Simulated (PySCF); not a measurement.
C2H5FOSi2, SMILES O=C1C[SiH2][Si@@H]1F.

Coordinates come from a PBE-D3(BJ)/def2-SVP optimisation. The structure was generated by enumeration; whether it is a known compound was not checked.

Computed with PySCF with PBE-D3(BJ)/def2-SVP.

Frequencies are harmonic and unscaled.

Computed normal modes with their intensities:
```
mode  ν (cm⁻¹)  IR (km/mol)   moving atoms (share of kinetic energy)
----  --------  -----------  ---------------------------------------
1           64          2.6  C 29 %, O 25 %, H 21 %, F 15 %, Si 10 %
2          119          5.1           F 45 %, Si 23 %, O 17 %, C 9 %
3          155          4.2                  F 44 %, Si 26 %, H 20 %
4          289          0.1          O 43 %, H 18 %, Si 17 %, C 17 %
5          343          5.5          Si 44 %, H 33 %, O 11 %, C 10 %
6          379          5.6                          Si 53 %, H 36 %
7          441          8.1                          H 53 %, Si 39 %
8          501          5.3                  C 44 %, H 31 %, Si 17 %
9          527         10.0                           H 75 %, C 13 %
10         571         18.8           C 39 %, H 33 %, Si 18 %, O 9 %
11         607         45.8                  H 63 %, Si 16 %, C 15 %
12         662         55.1                  H 59 %, C 21 %, Si 19 %
13         672         14.4                  H 47 %, C 36 %, Si 10 %
14         744         40.9                           H 63 %, C 28 %
15         784         17.0                   H 71 %, F 13 %, C 12 %
16         856        165.6                  F 41 %, Si 40 %, H 16 %
17         885         52.0                           H 86 %, Si 9 %
18         941         32.1                           H 62 %, C 34 %
19        1011         56.9                           C 56 %, H 41 %
20        1054          4.1                           H 61 %, C 34 %
21        1312         18.1                            H 91 %, C 9 %
22        1762        195.4                           C 60 %, O 39 %
23        2158        130.3                                   H 96 %
24        2169         62.6                                   H 98 %
25        2189         70.3                                   H 96 %
26        2955          0.5                                   H 94 %
27        3063          1.2                            H 91 %, C 9 %
```
